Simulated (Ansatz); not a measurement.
Bond stretch in SiH, doublet.

Computed with full CI/cc-pVDZ, frozen core (Ansatz, a quantum-chemistry and plane-wave program).

Question: Relative to R = 1.53 Å, what are the energies at R = 1.46, 1.48, 2.51, 5.37 Å?

Answer: 5.1 kJ/mol at 1.46 Å, 2.8 kJ/mol at 1.48 Å, 188.6 kJ/mol at 2.51 Å, 278.1 kJ/mol at 5.37 Å.
